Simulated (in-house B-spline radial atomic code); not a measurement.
Ba. Computed with a B-spline radial atomic code. Model: all-electron spherical atom, spin shells full or empty, radial basis limit, no spin-orbit coupling, Breit or QED, empty-state partial waves extrapolated as (l+1/2)^-4, RPA, G0W0 and static COHSEX of the highest shell as one setting changes (uncorrelated shells keep exact exchange).

Given: element Ba; charge 0; filled core Xe; hamiltonian one-electron scalar X2C; mean-field start HSE06; highest l of empty states 9; nuclear rms radius 4.8378 fm; highest mean-field shell 6s.

Shell: 6s 1 1 (electrons up and down).

```csv
lowest nl shells left uncorrelated,RPA correlation energy (hartree),G0W0 level (eV),G0W0 minus most complete (meV),COHSEX level (eV),removal by RPA minus most complete (meV)
0,-4.3424,-5.3189,0,-6.9578,0
1,?,?,?,?,?
2,-3.9618,-5.3191,-0.3,-6.9585,0.2
3,-3.3957,-5.3188,0,-6.9576,0.2
4,-3.2146,-5.3201,-1.2,-6.9609,1.2
5,-2.6742,-5.3193,-0.4,-6.9599,0.5
6,-1.7975,-5.3147,4.2,-6.9508,-1
7,-1.6413,-5.3189,0,-6.9613,2.5
8,-1.1909,-5.3114,7.4,-6.9472,-3
9,?,?,?,?,?
10,-0.31565,-5.2591,59.8,-6.86,-28.4
11,-0.056519,-4.9886,330.3,-6.4734,-270.7
```

Question: What follows for lowest nl shells left uncorrelated = 9?

Answer: RPA correlation energy -0.4224 hartree; G0W0 level -5.2656 eV; G0W0 minus most complete 53.2 meV; COHSEX level -6.8679 eV; removal by RPA minus most complete -21.5 meV.

Question: What follows for lowest nl shells left uncorrelated = 1?

Answer: RPA correlation energy -4.1586 hartree; G0W0 level -5.3188 eV; G0W0 minus most complete 0 meV; COHSEX level -6.9577 eV; removal by RPA minus most complete 0 meV.
